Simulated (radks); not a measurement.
Question: Species: Tb3+. Configuration: [Kr] 4d10 4f8 5s1 5p6 5f1 (not the ground configuration). All-electron calculation, Dirac Kohn-Sham, LDA (Slater exchange, VWN5 correlation), spin-unpolarised, spherical densities, finite nucleus; open shells fill j = l - 1/2 first; Fermi nuclear charge, rms radius 5.06 fm. Program: a radial shooting solver on a logarithmic mesh with Libxc functionals. Some entries of the table are withheld. Estimate them.

orbital  occ.  eigenvalue (hartree)  <r^2> (bohr^2)
1s1/2       2             -1903.215       0.0006326
2s1/2       2             -316.6665        0.009842
2p1/2       2             -301.1508        0.007129
2p3/2       4             -273.7473        0.008359
3s1/2       2             -71.41890         0.06553
3p1/2       2             -64.64953         0.06089
3p3/2       4             -58.99529         0.06792
3d3/2       4             -47.27753         0.05400
3d5/2       6             -46.04269         0.05595
4s1/2       2             -15.35971          0.3311
4p1/2       2                   (1)             (2)
4p3/2       4                   (3)             (4)
4d3/2       4              -7.05343          0.4402
4d5/2       6              -6.82350          0.4553
5s1/2       1              -3.11731             (5)
5p1/2       2              -2.35565           2.241
5p3/2       4              -2.16404           2.506
4f5/2       6              -1.61719          0.8223
4f7/2       2              -1.58522          0.8433
5f5/2       1                   (6)           19.40
5f7/2       0                   (7)           19.54

Answer: 
(1) 4p1/2 eigenvalue (hartree): -12.70591
(2) 4p1/2 <r^2> (bohr^2): 0.3474
(3) 4p3/2 eigenvalue (hartree): -11.43744
(4) 4p3/2 <r^2> (bohr^2): 0.3862
(5) 5s1/2 <r^2> (bohr^2): 1.838
(6) 5f5/2 eigenvalue (hartree): -0.43825
(7) 5f7/2 eigenvalue (hartree): -0.43721
